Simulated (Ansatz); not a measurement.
Computed with Ansatz on PBE0-D4/def2-TZVP structures; ΔE is electronic, products minus reactants. CCSD(T)/CBS adds triple-zeta CCSD(T) − MP2 to the extrapolated MP2 energy (def2 sets, frozen cores). Double bonds are as drawn, so ΔE can hold a change between cis and trans. DFT in def2-TZVPP. B3LYP here is the variant with VWN-RPA as its local correlation; programs differ in this. One conformer a species, not always the lowest.

Consider the formal exchange of groups at the Al–C bond: `CO/C(F)=[CH]/[AlH2]` + `C=C(F)BO` → `C=[C]([AlH2])BO` + `CO/C(F)=C/F`.

```
             level  ΔE (kcal/mol)  difference from CCSD(T)/CBS
           PBE0-D4           19.0                          1.1
          B3LYP-D4           19.1                          1.2
           ωB97X-V           18.8                          0.9
            B2PLYP           19.3                          1.4
             B3LYP           19.5                          1.6
     HF/def2-TZVPP           18.1                          0.2
    MP2/def2-TZVPP           18.6                          0.7
SCS-MP2/def2-TZVPP           17.9                          0.0
   CCSD/def2-TZVPP           17.5                         -0.4
CCSD(T)/def2-TZVPP           17.7                         -0.2
     HF/def2-QZVPP           17.9                          0.0
    MP2/def2-QZVPP           18.6                          0.7
SCS-MP2/def2-QZVPP           17.9                          0.0
      HF/CBS(def2)           17.9                          0.0
     MP2/CBS(def2)           18.7                          0.8
    CCSD/CBS(def2)           17.7                         -0.2
       CCSD(T)/CBS           17.9                            0
```

Largest T1 diagnostic among the species: 0.014.
